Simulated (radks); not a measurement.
Results of a calculation; reference values are marked as such.
Spherical quantum dot in the effective-mass picture: electrons in a parabolic well V = omega^2 r^2 / 2 with omega = 3.09, with a point charge +1 (a donor) at the centre, all in effective atomic units (hartree* = m*/eps^2 hartree, bohr* = eps/m* bohr), one dielectric constant everywhere. Level of theory: non-relativistic Kohn-Sham, LDA (Slater exchange, Perdew-Wang correlation), spin-polarised, spherical densities (a radial shooting solver with Libxc functionals). Levels are named by radial order and angular momentum (1s, 1p, 1d, 2s, ...), and open shells are averaged over m. Results are scaled to m* = 0.033 and eps = 16.6, for which hartree* = 3.259 meV and bohr* = 26.62 nm.

N = 13, configuration 1s2 1p6 1d(up 3, down 0) 2s2. This is the lowest configuration that the search found. Occupied and some empty levels:

level    occupation  eigenvalue (meV)  <r> (nm)
1s up             1            49.200     19.02
1s down           1            49.473     18.85
1p up             3            57.209     26.10
1p down           3            57.607     26.04
2s up             1            64.404     27.30
2s down           1            64.701     27.41
1d up             3            64.916     30.71
1d down           0            65.342     30.74
1f up             0            72.929     34.42
1f down           0            73.340     34.50
2p up             0            73.778     31.57
2p down           0            74.053     31.63
1g up             0            81.255     37.64
1g down           0            81.628     37.74

Energy (meV): total 528.383, kinetic 143.11, external 170.12, Hartree 249.37, exchange-correlation -34.215.
